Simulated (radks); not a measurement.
Results of a calculation; reference values are marked as such.
These are the eigenvalues of the occupied orbitals of an atom or ion with whole-number occupations (eV). Level of theory: scalar-relativistic Kohn-Sham, SCAN, spin-polarised, spherical densities, finite nucleus; meta-GGA in the generalised Kohn-Sham scheme; Fermi nuclear charge, rms radius of each element as measured or else 0.836 A^(1/3) + 0.57 fm (a radial shooting solver on a logarithmic mesh with Libxc functionals).

| orbital | eigenvalue |
|---|---|
| 1s up | -37537.69 |
| 1s down | -37537.64 |
| 2s up | -6134.424 |
| 2s down | -6133.559 |
| 2p up | -5519.549 |
| 2p down | -5518.778 |
| 3s up | -1468.720 |
| 3s down | -1468.284 |
| 3p up | -1269.980 |
| 3p down | -1269.435 |
| 3d up | -982.7799 |
| 3d down | -981.8645 |
| 4s up | -451.0254 |
| 4s down | -447.4183 |
| 4p up | -384.9472 |
| 4p down | -381.3795 |
| 4d up | -287.8540 |
| 4d down | -284.3896 |

Which element is it, and in what charge state? The configuration may be excited. Open shells, if any, are filled with parallel spins first.

Answer. Z = 56, barium, charge +12: Ba12+ in [Kr] 4d8. The list shows which subshells hold electrons but not how many an open one holds; the 1s level, -1379.5 hartree, gives Z - s = 52.5 by -(Z - s)^2/2, which with screening and relativity narrows Z to a few neighbours, and the depths of the outer levels then fix element, charge and occupations together.
